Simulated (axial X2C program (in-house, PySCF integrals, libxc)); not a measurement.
**CrS⁻: bond constants with and without spin–orbit coupling**

Calculated with an in-house relativistic program for diatomic molecules. Spin-free means the one-electron spin-free X2C Hamiltonian; two-component (2c) means X2C with spin–orbit coupling and atomic mean-field two-electron Coulomb and Gaunt terms, so the difference of the two also holds small scalar two-electron terms. Basis: Cr dyall-acv3z [10s11p7d4f2g], S dyall-av3z [9s8p3d2f] (cores contracted in-house); Gaussian nuclei, density fitting, unrestricted open shells. Masses: Cr 51.941 u, S 31.972 u.

The run was started with this input:
```json
{"zs": [24, 16], "q": -1, "bas": ["dyall-acv3z", "dyall-av3z"], "levels": ["PBE0", "HF", "TPSS"], "cc": true, "r0": 2.05, "thr": -2.0, "nmax": 90, "npts": 10, "nst": 2, "ntry": 6}
```
```bash
python so2c.py task.json out
```

Keys: zs atomic numbers; q charge; bas basis sets; levels methods; cc coupled cluster on or off; r0 starting distance in Å; thr threshold in hartree for freezing inner shells (an s shell follows its p shell); nmax most natural virtual spinors; npts points on the curve; nst determinants followed; ntry starts of the search. HF also brings MP2.

State, spin-free: M_S = 5/2, Λ = 0 (beyond evenly filled blocks: σα, π+α, π-α, δ+α, δ-α); electrons by block: σα: 11, σβ: 10, π+α: 5, π+β: 4, π-α: 5, π-β: 4, δ+α: 1, δ-α: 1. Fragments: Cr + S-.

State, 2c: Ω = 5/2 (⟨Sz⟩ = 2.50, ⟨Lz⟩ = 0.00 at PBE0); electrons by block: 1/2: 15, -1/2: 15, 3/2: 5, -3/2: 5, 5/2: 1. Fragments: Cr + S-.

| Hamiltonian | level | Re (Å) | ωe (cm⁻¹) | ωexe (cm⁻¹) | Be (cm⁻¹) | αe (cm⁻¹) | De (eV) | D0 (eV) | k (mdyn/Å) | μ (D) |
| --- | --- | --- | --- | --- | --- | --- | --- | --- | --- | --- |
| spin-free | PBE0 | 2.151 | 447.2 | 2 | 0.1842 | 0.000987 | 2.66 | 2.63 | 2.33 | -4.59 |
| spin-free | HF | 2.249 | 448.3 | n/a | 0.1684 | 0.000674 | 1.39 | 1.36 | 2.34 | -5.28 |
| spin-free | MP2 | 2.169 | 444.7 | n/a | 0.1811 | 0.000679 | 2.42 | 2.39 | 2.31 | n/a |
| spin-free | CCSD | 2.161 | 466.2 | 1.31 | 0.1824 | 0.000751 | 2.46 | 2.43 | 2.53 | n/a |
| spin-free | CCSD(T) | 2.158 | 462.3 | 1.36 | 0.183 | 0.000784 | 2.63 | 2.60 | 2.49 | n/a |
| spin-free | TPSS | 2.138 | 447.2 | 1.84 | 0.1864 | 0.000996 | 3.09 | 3.06 | 2.33 | -3.58 |
| 2c | PBE0 | 2.151 | 446.8 | 2 | 0.1841 | 0.000989 | 2.65 | 2.62 | 2.33 | -4.60 |
| 2c | HF | 2.249 | 448.1 | n/a | 0.1684 | 0.000674 | 1.35 | 1.33 | 2.34 | -5.28 |
| 2c | MP2 | 2.169 | 444.4 | n/a | 0.1811 | 0.000678 | 2.39 | 2.36 | 2.3 | n/a |
| 2c | CCSD | 2.161 | 465.9 | 1.3 | 0.1823 | 0.000752 | 2.43 | 2.41 | 2.53 | n/a |
| 2c | CCSD(T) | 2.158 | 462.0 | 1.35 | 0.1829 | 0.000785 | 2.61 | 2.58 | 2.49 | n/a |
| 2c | TPSS | 2.138 | 446.9 | 1.84 | 0.1864 | 0.000997 | 3.09 | 3.06 | 2.33 | -3.58 |

Correlated methods: 13 electrons correlated (number of frozen shells: Cr 3 s, 2 p; S 2 s, 1 p), 293 virtual spin orbitals or spinors in MP2, 90 natural virtuals in coupled cluster.

Dipoles are positive if S is the positive end and refer to the centre of mass.

Occupations by symmetry block were frozen at the best pattern of an incomplete PBE0 search. De is counted from the lowest determinant-based energies of the atoms at the same level, without counterpoise correction. Density functionals use the spin component along the axis (collinear). Coupled cluster ran in a truncated set of natural virtual spinors; the MP2 energy of the rest was added. (T) has no such correction and the atoms are truncated less, which lowers De at CCSD(T) by a hundredth of an eV or more. In 2c an atomic determinant is not the ground J level, so De misses part of the atomic spin–orbit lowering. This holds for PBE0, TPSS. PBE0 can misorder states that lie within some tenths of an eV, so this need not be the ground state of the molecule. The nearest other spin-free determinant of the search, M_S = 5/2, Λ = 1, lies 0.46 eV up at the distance of the search. Without a current term, density functionals place determinants with orbital angular momentum somewhat too high. With several unpaired electrons one determinant need not be a pure state. The highest occupied level of some functionals is positive through self-interaction error; at Hartree–Fock it is bound. This is the top spin component of a Σ state; components of lower Ω are not single determinants and can lie lower. The determinant is spin-polarised beyond a pure state at some levels (its spin-free form has ⟨S²⟩ too high), which makes Re and μ there less reliable. The T1 diagnostic is large, a sign of multireference character. Hartree–Fock gets electron affinities wrong, so its lowest charge split need not be the true one.

Rough cost a point (2c) on 1 thread(s) of a shared host, integrals apart: PBE0 1.8 s, HF 1.2 s, CCSD(T) 10 s, TPSS 2 s.

The whole task took 4.6 min on 1 thread of Arm Neoverse V1, on a shared host.
